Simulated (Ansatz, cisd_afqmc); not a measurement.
System: BF2, charge 1, singlet. BF2+ (parent SMILES F[B]F, singlet).
B3LYP-D3(BJ)/def2-TZVP minimum from Ansatz (a program for electronic structure):
```
B
F 1 1.2292
F 1 1.2292 2 180.00
```
Charge +1, spin multiplicity 1.

Total energies in cc-pVDZ, 16 correlated electrons, 3 frozen orbitals. UHF or UKS for unpaired electrons; spin-orbit terms are left out. Cores are frozen in correlated methods. No relativity. The Monte Carlo rows (phaseless AFQMC, CISD trial, step 0.005/hartree) carry one-sigma bars that omit the constraint's bias. Outlying blocks are dropped, and bars are widened where a walk drifts. Over all cases where full CI ran beside it in this data, AFQMC minus full CI had a median of +0.1 mEh and passed +0.4 mEh in a tenth of the cases. The spin of BF2+ (parent SMILES F[B]F, singlet) was assumed, and the state is the lowest solution found for it.

| method | program | energy (Eh) | minus CCSDTQ (mEh) |
|---|---|---|---|
| HF | Ansatz | -223.30546 | 454.31 |
| MP2 | Ansatz | -223.74679 | 12.98 |
| CCSD | Ansatz | -223.74884 | 10.94 |
| CCSD(T) | Ansatz | -223.75843 | 1.34 |
| CCSDT(Q) | Ansatz | -223.75988 | -0.11 |
| CCSDTQ | Ansatz | -223.75977 | 0.00 |
| AFQMC/CISD | cisd_afqmc | -223.7597 ± 0.0004 | 0.0 ± 0.4 |

Rough core times of Ansatz's runs on a shared machine: CCSD(T) under 20 s, CCSDT(Q) under 20 s, CCSDTQ 10 min.
